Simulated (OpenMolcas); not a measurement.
Ag3+ in KZnF3

Ag3+ with its 6 nearest fluoride ions at 2.048 Å, on the Zn site of KZnF3 (a = 4.054 Å, distance in the model lattice 2.027 Å). The rest of the host is ab initio model potentials to 7.6 Å, with orthogonalisation functions on the cations behind the ligands, and point charges beyond; the distance is set by hand and nothing relaxes, and no local charge compensation is placed. Ligand basis ANO-RCC-VDZP.

* Program: OpenMolcas 26.06
* Method: CASSCF
* Basis: ANO-RCC-VTZP [7s6p4d2f1g]
* Scalar Hamiltonian: DKH2, point nucleus
* Active space: 8 electrons in 5 orbitals (4d)
* State averaging: 2S+1 = 3 even, 10 roots; 2S+1 = 1 even, 15 roots
* Spin-orbit coupling: state interaction with AMFI integrals over the reference wave functions

The lowest spin-free states (labels of O, the rotations of Oh), above the lowest:

```json
{"State": "3A2", "Degeneracy": "1", "E (cm-1)": "0.0"}
{"State": "1E", "Degeneracy": "2", "E (cm-1)": "12662"}
{"State": "3T2", "Degeneracy": "3", "E (cm-1)": "17645"}
{"State": "1A1", "Degeneracy": "1", "E (cm-1)": "22879"}
{"State": "3T1", "Degeneracy": "3", "E (cm-1)": "25714"}
{"State": "1T2", "Degeneracy": "3", "E (cm-1)": "29440"}
{"State": "1T1", "Degeneracy": "3", "E (cm-1)": "33820"}
{"State": "3T1", "Degeneracy": "3", "E (cm-1)": "40011"}
{"State": "1T2", "Degeneracy": "3", "E (cm-1)": "49977"}
{"State": "1E", "Degeneracy": "2", "E (cm-1)": "50358"}
{"State": "1A1", "Degeneracy": "1", "E (cm-1)": "69178"}
```

The lowest levels with spin-orbit coupling:

```tsv
E (cm-1)	Degeneracy	2S+1
0.0	3	3
12139	2	1 (89 %)
17258	3	3
17451	2	3
18338	3	3
18891	1	3
21802	1	1 (70 %)
25818	3	3
26446	3	3
26562	1	3 (70 %)
26957	2	3
29501	3	1
34285	3	1
40065	1	3
40469	3	3
40737	2	3
40990	3	3
50642	3	1
50991	2	1
69992	1	1
```

Powder χT (cm3 K/mol): 1.26 at 2 K, 1.26 at 10 K, 1.26 at 50 K, 1.26 at 100 K, 1.27 at 200 K, 1.27 at 300 K. The effective moment at 300 K is 2.828 √(χT) = 3.19 μB.

The lowest level has 2S+1 = 3, for which the spin-only value is χT = S(S+1) / 2 = 1.000 cm3 K/mol (g = 2). The computed 1.274 at 300 K differs by +0.274, through orbital momentum, spin-orbit coupling and any other state in reach.

Metal share of the active 4d orbitals (Löwdin): 77, 77, 91, 91, 91 %; Mulliken charge of the metal 1.99.

A least-squares ligand-field fit to the states below 45000 cm-1, each weighted by its degeneracy and with a free common offset, gives 10Dq = 17202 cm-1, B = 915 cm-1 and C = 2680 cm-1 (C/B = 2.93), with an rms deviation of 130 cm-1.

The same method and metal basis give the free ion B = 1049 cm-1 (fit to its terms below 60000 cm-1, rms deviation 8 cm-1), so the nephelauxetic ratio is β = 915 / 1049 = 0.87; it hangs on how both fits weigh the states, and computed free-ion B values tend to be too large, so β mixes covalency with correlation.

Without dynamic correlation the repulsion within the d shell is too large (B by tens of per cent), so at a given field states of lower spin stand too high. Real 4d8 and 5d8 ions are as a rule square planar and diamagnetic. The least metal-like active orbital is 77 % on the metal (Löwdin) and no ligand orbital is active, so the numbers are rough. With metal d orbitals alone the field can be off either way by tens of per cent. Ligand-to-metal charge-transfer states are missing. With no ligand orbital active B as a rule stays too high, so bands that hang on it stand too high and its fall with covalency is understated. No measured value stands beside these numbers; the geometry was set by hand and not optimised.
